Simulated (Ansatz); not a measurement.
Two isomers of CH7ClO2Si2: A = `CO[Si](O)([SiH3])Cl`, B = `CO[SiH](Cl)O[SiH3]`.

Program: Ansatz. Geometries: PBE0-D4/def2-TZVP. ΔE: electronic, gas phase. CCSD(T)/CBS is the MP2 limit (def2-TZVPP, def2-QZVPP) plus CCSD(T) − MP2 in def2-TZVPP, frozen cores. DFT in def2-TZVPP. B3LYP here is the variant with VWN-RPA as its local correlation; programs differ in this. Each species was taken in one conformer, which may not be the lowest.

Question: Which is lower in electronic energy at CCSD(T)/CBS, and by how much? (Best estimate.)

Answer: Ansatz gave: B, by 26.2 kcal/mol.

Question: Give E(B) − E(A) in kcal/mol with ωB97M-V, CCSD/def2-TZVPP, CCSD(T)/def2-TZVPP, B3LYP-D4, r2SCAN-D4, HF/def2-TZVPP, B3LYP. (Best estimate.)

Answer: Ansatz gave: ωB97M-V -26.3, CCSD/def2-TZVPP -27.4, CCSD(T)/def2-TZVPP -26.3, B3LYP-D4 -25.5, r2SCAN-D4 -24.2, HF/def2-TZVPP -33.5, B3LYP -26.2. None reverses the order clearly.

Largest T1 diagnostic: 0.012.

From PBE to PBE0 (25 % exact exchange), in def2-TZVPP and without D4, E(B) − E(A) moves by −2.5 kcal/mol. In def2-TZVPP, CCSD(T) changes the Hartree–Fock value by +7.2 kcal/mol (the triples alone add +1.1 kcal/mol) and MP2 by +5.6 kcal/mol.
